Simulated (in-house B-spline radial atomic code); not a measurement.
A calculation on Ru²⁺ (with a hole in an inner shell): its settings, and results tabulated from the run. Level of theory: Dirac-Kohn-Sham PBE0, spherical fractional occupations, Fermi nucleus of rms radius 4.4809 fm; calculated with a radial B-spline atomic code at the basis-set limit.

In the input, a minus or plus after the letter marks the j = l - 1/2 or j = l + 1/2 subshell.

Command:
```bash
python run_scf.py task.json out
```
Settings (nuclear radius in fm, mass in u):
```
Z                44
configuration    1s2 2s1 2p6 3s2 3p6 3d10 4s2 4p-1 4p+4 4d7 5s1
hamiltonian      dirac
method           pbe0
spin_polarised   False
nucleus          fermi
rms_radius       4.4809
atomic_mass      101.90434
speed_of_light   137.035999084
```

Output (hartree, bohr):
```
 radial grid: 79 intervals, B-splines of order 8, outer radius 53.7037 bohr

 iter        energy (Eh)    residual
    1       -4395.847131    7.51e-01
    2       -4402.949535    5.11e-01
    3       -4409.850009    8.03e-02
    4       -4410.192153    1.40e-02
    5       -4410.202855    1.08e-02
    6       -4410.206866    3.30e-03
    7       -4410.207194    2.66e-04
    8       -4410.207195    1.43e-05
    9       -4410.207195    1.48e-06
   10       -4410.207195    6.31e-08

 total energy                     -4410.20719
 kinetic                            4582.4074
 electron-nucleus                 -10612.6161
 Hartree                            1747.5395
 exact exchange                      -30.5217
 exchange-correlation                -97.0162

 first-order corrections (not in the total)
   Gaunt                             3.0254
   retardation                      -0.3083
   frequency dependence             -0.0223
   self-energy                       2.0281
   Uehling                          -0.2404
   Wichmann-Kroll                    0.0039
   recoil                            0.0163

 orbital      occ     eigenvalue          <r>       <r^2>       <1/r>       <r^4>       r_max    small
 1s1/2      2.000      -814.9212    0.0334182   0.0015079     45.8939   5.896e-06     0.02171  2.59e-02
 2s1/2      1.000      -120.4610     0.144552    0.024683     10.5574  0.00105006      0.1226  5.41e-03
 2p1/2      2.000      -112.4588      0.12274   0.0184803     10.5353  0.00068506     0.09502  5.41e-03
 2p3/2      4.000      -107.5644      0.12744   0.0197958     9.98276 0.000774689     0.09896  5.23e-03
 3s1/2      2.000       -23.0074      0.39552     0.17913     3.69922   0.0492998      0.3571  1.52e-03
 3p1/2      2.000       -19.5779     0.387162    0.174356     3.60603   0.0491224      0.3428  1.47e-03
 3p3/2      4.000       -18.7182     0.397208    0.183306     3.47284   0.0541494       0.352  1.42e-03
 3d3/2      4.000       -12.6432      0.36825    0.161847     3.32262   0.0493506      0.2908  1.32e-03
 3d5/2      6.000       -12.4682     0.371604    0.164674     3.28687   0.0510024      0.2935  1.30e-03
 4s1/2      2.000        -4.1274     0.983354     1.09362     1.39972     1.78684      0.8897  3.73e-04
 4p1/2      1.000        -2.9462      1.05606     1.27407      1.2847     2.53146      0.9328  3.23e-04
 4p3/2      4.000        -2.8998      1.07907     1.32955     1.24964      2.7517      0.9535  3.13e-04
 4d3/2      2.800        -1.1653      1.36611      2.2099    0.970408     8.88059       1.098  2.00e-04
 4d5/2      4.200        -1.1618      1.37362     2.23295    0.963847     9.04539       1.106  1.98e-04
 5s1/2      1.000        -0.7720      2.63133     7.78422    0.489014     90.1949       2.326  6.05e-05
```

Cost of the run: 0.96 s on 1 thread of Intel(R) Xeon(R) 6975P-C, with other jobs on the host.

For the Dirac Hamiltonian the kinetic term is c α·p + (β - 1)c².

Caution: exact exchange at fractional occupations of open shells leaves self-interaction of up to several eV.
